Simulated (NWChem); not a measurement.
**iodine (I2)**

SMILES: II
```xyz
2

I      0.0000     0.0000     1.3412
I      0.0000     0.0000    -1.3412
```
Charge 0, spin multiplicity 1.

Everything below was run with NWChem. All single points use one geometry, from PBE0/def2-SVP with def2 effective core potentials on I, a minimum by its harmonic frequencies.

Symmetry labels belong to the abelian group D2h used in the runs, with the axes of the coordinates shown; states degenerate in a higher group split over its labels.

Effective core potentials replace the inner electrons of I; spin-orbit coupling is left out. B3LYP has NWChem's definition, with VWN1-RPA local correlation.

Task: List the lowest 4 singlet excitations that TD-B3LYP/def2-SVPD with def2 effective core potentials on I, VWN1-RPA local correlation gives, with oscillator strengths.

Result: 
```json
[
 {"state": "1", "symmetry": "b2u", "energy (eV)": "2.05", "wavelength (nm)": "605", "f": "0.001"},
 {"state": "2", "symmetry": "b3u", "energy (eV)": "2.05", "wavelength (nm)": "605", "f": "0.001"},
 {"state": "3", "symmetry": "b3g", "energy (eV)": "3.67", "wavelength (nm)": "338", "f": "0.000"},
 {"state": "4", "symmetry": "b2g", "energy (eV)": "3.67", "wavelength (nm)": "338", "f": "0.000"}
]
```
